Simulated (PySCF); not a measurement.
C2H7NOSi2, SMILES [SiH2](OC)[SiH2]C#N, GFN2-xTB optimised geometry.

```
13

C      2.39    -1.75    -0.01
O      1.53    -0.65     0.00
Si    -0.10    -0.65     0.00
Si    -0.43     1.62     0.00
C     -2.27     1.88    -0.04
N     -3.41     2.02    -0.07
H      3.41    -1.37    -0.05
H      2.26    -2.34     0.90
H      2.20    -2.38    -0.88
H     -0.61    -1.39    -1.17
H     -0.62    -1.39     1.17
H      0.04     2.38    -1.17
H     -0.01     2.37     1.19
```

Density from PySCF with PBE0/def2-TZVP at that geometry.

Minimum of the electron density along straight lines between bonded atoms, close to the bond critical point (lines longer than 1.1 times the sum of covalent radii, or with two minima, are not listed):

```csv
bond,length / Å,ρ at the minimum / e bohr⁻³,∇²ρ there / e bohr⁻⁵,position (fraction from the first atom)
C1–O2,1.393,0.263,-0.44,0.34
O2–Si3,1.625,0.142,0.91,0.59
Si3–Si4,2.298,0.101,-0.15,0.36
Si4–C5,1.867,0.108,0.30,0.39
C5–N6,1.147,0.504,-0.03,0.34
C1–H7,1.090,0.286,-1.02,0.65
C1–H8,1.092,0.284,-1.00,0.65
C1–H9,1.092,0.284,-1.00,0.65
Si3–H10,1.472,0.124,0.17,0.49
Si3–H11,1.472,0.124,0.17,0.49
Si4–H12,1.471,0.124,0.17,0.49
Si4–H13,1.470,0.124,0.17,0.49
```
